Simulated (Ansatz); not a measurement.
Ansatz (a program for electronic structure) input (RI-MP2/def2-TZVPPD):
A basis named .json is the Basis Set Exchange file of that set.

Ansatz 0.2 input:
```yaml
crystal:
  periodic: [false, false, false]
  atoms:
    - {symbol: Ga, position_ang: [0.39713029, -0.00459403, 0.42121933]}
    - {symbol: Cl, position_ang: [0.98926004, 0.33117172, -1.65455401]}
    - {symbol: Cl, position_ang: [-1.71343880, -0.32279437, 0.88644818]}
basis:
  gaussian:
    orbitals: def2-TZVPPD.json
    fitting: {mean_field: def2-universal-jkfit, correlation: def2-TZVPPD-RIFIT.json}
total_charge: 1
magnetization: {spin_polarized: false}
correlation: {method: mp2, electrons: outside_noble_gas}
```

Output:

```
Functional definition: HF
integrals: 0.10 GiB planned
522 factors; integrals over basis functions are off by at most 1.4e0 eV
453 factors; integrals over basis functions are off by at most 1.3e2 eV
mean field: 0.52 GiB planned
mean field evaluation 1: about -77332.8869 eV, gradient 3.2e1 eV
mean field evaluation 2: about -77334.9651 eV, gradient 2.2e1 eV
mean field evaluation 4: about -77335.8874 eV, gradient 1.2e0 eV
mean field evaluation 8: about -77335.8970 eV, gradient 9.9e-7 eV
mean field -77335.89697867 eV, -2842.0417938125 hartree, gradient 9.9e-7 eV, S^2 0.000000; 0 other end points of the search recorded, 0 dependent functions left out
24 core orbitals not correlated
reference -77335.89697867 eV, -2842.0417938125 hartree; 8, 8 occupied and 124, 124 virtual orbitals, 453 factors
second order -11.63874507 eV of doubles, -0.00000000 eV of singles
Total energy: -77347.53572374 eV, -2842.4695098049 hartree
```

This state (charge 1, singlet) is run at the relaxed geometry of the species with charge 0 and multiplicity 2.
